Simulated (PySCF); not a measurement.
Run record: geometry optimisation, `O[SiH](O)[GeH3]`.

Computed with PBE0-D3(BJ)/def2-SVP geometry optimisation, gas phase (PySCF 2.14.0). Start geometry: GFN2-xTB. The input is one job of a driver script: a line of settings, then coordinates in Å.

Command:
```bash
OMP_NUM_THREADS=1 python probes_run.py task.json out
```

Input:
```
{"job": {"xc": "PBE0", "basis": "def2-SVP", "d3": "d3bj", "grid": 1, "shake": 0.01, "kind": "geom"}, "charge": 0, "multiplicity": 1}
O     -1.372870    -1.081880    -0.844630
Si    -0.736390    -0.163180     0.317270
O     -1.449880     1.307720     0.197390
Ge     1.568860    -0.128580    -0.179060
H     -2.325330    -0.976250    -1.055320
H     -1.050330    -0.704150     1.638980
H     -1.098320     2.039680     0.722650
H      1.955840     0.443040    -1.507630
H      2.220980    -1.452500    -0.110870
H      2.337870     0.695190     0.800170
```

Output:
```
step   0  E = -2519.60854411  max force = 0.031428
step   1  E = -2519.61577322  max force = 0.007691
step   2  E = -2519.61614145  max force = 0.001324
step   3  E = -2519.61617905  max force = 0.000675
step   4  E = -2519.61623011  max force = 0.001479
step   5  E = -2519.61625945  max force = 0.001673
step   6  E = -2519.61628939  max force = 0.001011
step   7  E = -2519.61631296  max force = 0.000678
step   8  E = -2519.61634887  max force = 0.001241
step   9  E = -2519.61638020  max force = 0.001654
step  10  E = -2519.61641197  max force = 0.001163
step  11  E = -2519.61643715  max force = 0.000779
step  12  E = -2519.61644348  max force = 0.000939
step  13  E = -2519.61646519  max force = 0.000973
step  14  E = -2519.61649584  max force = 0.000579
step  15  E = -2519.61651057  max force = 0.000660
step  16  E = -2519.61651901  max force = 0.000528
step  17  E = -2519.61652264  max force = 0.000746
step  18  E = -2519.61652892  max force = 0.000451
step  19  E = -2519.61653619  max force = 0.000378
optimisation converged
```

Energies in Eh; «max force» is the largest Cartesian gradient component in Eh/bohr.

Q: Give the first gradient maximum in eV/Å.

A: With 1 Eh/bohr = 51.422 eV/Å, 1.616 eV/Å.

In short: final energy -2519.61654 Eh after 19 steps; dipole 2.38 D.

Q: How long does this job take on Arm Neoverse V1, one thread, shared host with 32 logical CPUs at a one-minute load of 30? And the peak memory of the process?

A: About 93 s, with 0.45 GiB resident at the peak, the Python interpreter and its libraries included.
Labels such as C1 count atoms from 1, the log's own numbers from 0.
